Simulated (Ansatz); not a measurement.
Cost and result for the atomization energy of `C[Se][Al]([Se]C)[Se]C` (16 atoms, 15 bonds).

```xyz
16

C    -1.632    0.739   -2.682
Se   -1.561    1.469   -0.858
Al   -0.002   -0.002    0.001
Se    0.884   -1.659   -1.342
C     2.074   -2.469   -0.003
Se    0.672    0.184    2.201
C    -0.441    1.731    2.685
H    -0.655    0.805   -3.154
H    -1.979   -0.291   -2.664
H    -2.344    1.356   -3.227
H     2.806   -1.743    0.341
H     2.581   -3.290   -0.507
H     1.496   -2.855    0.833
H    -1.495    1.486    2.579
H    -0.219    1.948    3.728
H    -0.185    2.589    2.069
```

The species carries charge 0 and has multiplicity 1. Correlated methods include outer-core shells of Se, which these sets cover unevenly. Scalar relativity is left out up to krypton. The geometry is a stationary point of PBE0-D4/def2-TZVP. It is one conformer, not always the lowest. Program: Ansatz. All runs use 4 threads of an AMD EPYC 7R13 on a shared host and a share of an NVIDIA H100 80 GB. Times are those of one run each, without the atoms' runs, and a repeat can differ threefold. Electronic energies, without spin–orbit coupling; frozen cores. CCSD(T)/CBS adds CCSD(T) − MP2 in def2-TZVPP to the MP2 limit, and its time is that of the two runs behind it. T1 = 0.010. With those shells the extrapolation isn't a true limit. HSE06 is the plane-wave form, built on full-range PBE exchange.

CCSD(T)/CBS is a level of theory with its own doubt, some kJ/mol a heavy atom from the limit and from the frozen cores, so smaller differences don't rank the functionals.

| level | functions | wall time | atomization (kJ/mol) | difference from CCSD(T)/CBS | per bond |
| --- | --- | --- | --- | --- | --- |
| ωB97X-V/def2-TZVPP | 405 | 4.3 s | 5580.6 | -16.1 | -1.1 |
| LDA (SPW92)/def2-TZVPP | 405 | 4.9 s | 6331.6 | 734.9 | 49.0 |
| PBE0-D4/def2-TZVPP | 405 | 5.5 s | 5592.4 | -4.3 | -0.3 |
| CAM-B3LYP-D4/def2-TZVPP | 405 | 6.5 s | 5548.2 | -48.5 | -3.2 |
| HSE06-D4/def2-TZVPP | 405 | 7 s | 5595.0 | -1.7 | -0.1 |
| CCSD(T)/def2-SVP | 201 | 7.5 s | 5243.4 | -353.3 | -23.5 |
| r2SCAN-D4/def2-TZVPP (with forces) | 405 | 8 s | 5603.0 | 6.3 | 0.4 |
| BLYP-D4/def2-TZVPP | 405 | 8 s | 5526.5 | -70.2 | -4.7 |
| PBE-D4/def2-TZVPP (with forces) | 405 | 8.5 s | 5661.4 | 64.7 | 4.3 |
| B97M-V/def2-TZVPP | 405 | 10 s | 5568.8 | -27.9 | -1.9 |
| MP2/def2-QZVPP | 778 | 10 s | 5601.5 | 4.8 | 0.3 |
| CCSD(T)/def2-TZVPP | 405 | 27 s | 5446.8 | -149.9 | -10.0 |
| CCSD(T)/CBS(def2) | – | 37 s | 5596.7 | 0.0 | 0.0 |

In def2-TZVPP, CCSD(T) changes the Hartree–Fock value by +1374.3 kJ/mol (the triples alone add +90.2 kJ/mol) and MP2 by +1443.0 kJ/mol; breaking electron pairs costs correlation energy, which Hartree–Fock lacks. From BLYP to BHLYP (50 % exact exchange), in def2-TZVPP and without D4, the atomization energy moves by −62.0 kJ/mol: exact exchange takes away binding that semilocal exchange gives to molecules. Leaving LDA and LC-ωPBE aside and taking each functional with its dispersion term where it has one, the values, not all of them listed here, spread over 229.7 kJ/mol, from BHLYP-D4 to PBE-D4. LDA lies +720.5 kJ/mol from PBE without D4, its usual overbinding.
